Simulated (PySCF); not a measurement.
# Stretching BiO

Set-up: basis Bi cc-pVDZ-PP with ECP60, O cc-pVDZ; scalar-relativistic core potentials; PySCF 2.14. Energies in eV from Bi + O in their ground configurations at the same level. All curves are PBE0. state 1: ²Π (doublet), unpaired electrons π ↑; state 2: ⁴Π (quartet), unpaired electrons π ↑↑↑, a second solution, started from another occupation; state 3: Ms = 0.5 determinant of mixed spin (⟨S²⟩ near 1.8), unpaired electrons π ↑↑↓, a mixture of terms (⟨Lz²⟩ = 3.0), a second solution, started from another occupation; state 4: sextet, unpaired electrons σ ↑↑, π ↑↑↑, a second solution, started from another occupation.

```csv
R (Å),state 1,state 2,state 3,state 4
1.680,-1.164,2.201,2.612,9.4019
1.758,-2.114,0.646,1.054,7.5059
1.836,-2.613,-0.412,-0.007,6.0327
1.894,-2.772,-0.959,-0.556,5.1377
1.953,-2.796,-1.342,-0.942,4.3848
2.012,-2.741,-1.595,-1.197,3.7480
2.090,-2.614,-1.777,-1.384,3.0453
2.187,-2.397,-1.823,-1.436,2.3515
2.304,-2.089,-1.704,-1.327,1.7248
2.461,-1.657,-1.381,-1.023,1.1371
```

**Question.** Put a parabola through the three lowest points of the state 2 curve and estimate Re, k and ωe (reduced mass 14.86 u; 1 eV/Å² = 0.16022 mdyn/Å; ωe = 1302.8·√(k/μ) cm⁻¹).

**Answer.** Through R = 2.09, 2.187, 2.304 Å the second-order coefficient is 6.97 eV/Å², so Re ≈ 2.173 Å, k ≈ 2.23 mdyn/Å and ωe ≈ 505 cm⁻¹. A polynomial fit of higher order to the unrounded PBE0 energies gives Re = 2.165 Å, k = 2.48 mdyn/Å, ωe = 533 cm⁻¹; anharmonicity and rounding make the difference.

The higher-order fit for each curve: state 2: Re = 2.165 Å, ωe = 533 cm⁻¹, minimum 1.83 eV below the ground-state fragments; state 3: Re = 2.170 Å, ωe = 525 cm⁻¹, minimum 1.44 eV below the ground-state fragments. State 1 gave no clean fit. State 4 gave no clean fit.

⟨S²⟩ of the unrestricted solution departs from its pure value on part of the curve, where spin states mix. These are scalar-relativistic numbers at best; spin–orbit coupling would shift them, the dissociation energy most. The state is the lowest determinant that a PBE0 search found; another state may lie lower at other levels.
